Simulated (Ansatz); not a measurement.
Consider the formal exchange of groups at a Zn–Se bond: `[CH3][Zn][Se]C(F)(F)F` + `COC=N` → `[CH3][Zn][O]C=N` + `C[Se]C(F)(F)F`.

Program: Ansatz. Geometries: PBE0-D4/def2-TZVP. ΔE: electronic, gas phase. CCSD(T)/CBS is the MP2 limit (def2-TZVPP, def2-QZVPP) plus CCSD(T) − MP2 in def2-TZVPP, frozen cores. Functionals use def2-TZVPP. B3LYP here is the variant with VWN-RPA as its local correlation; programs differ in this. HSE06 is defined as in plane-wave codes. For Se, Zn outer-core shells are correlated without core-valence functions, which leaves a few kJ/mol of doubt a bond. Scalar relativity is left out up to krypton. One conformer a species, not always the lowest.

```csv
level,ΔE (kcal/mol)
PBE-D4,5.4
PBE0-D4,7.0
B3LYP-D4,5.8
PBE-QIDH,6.3
r2SCAN,5.6
HSE06,7.0
CAM-B3LYP,6.2
CCSD(T)/def2-TZVPP,4.3
```

(1) What does CCSD(T)/CBS give? (Best estimate.)

Largest T1 diagnostic among the species: 0.016.

## Answers

(1) Ansatz gave: +5.6 kcal/mol. The listed levels differ from it by -0.2, 1.4, 0.2, 0.7, 0.0, 1.4, 0.6, -1.3 kcal/mol.

From PBE to PBE0 (25 % exact exchange), in def2-TZVPP and without D4, ΔE moves by +1.6 kcal/mol. Leaving LDA and LC-ωPBE aside and taking each functional with its dispersion term where it has one, the values, not all of them listed here, spread over 3.4 kcal/mol, from BLYP-D4 to BHLYP-D4. LDA lies +1.7 kcal/mol from PBE without D4. At CCSD(T), def2-SVP lies +2.5 kcal/mol from the extrapolated value and def2-TZVPP −1.3 kcal/mol.
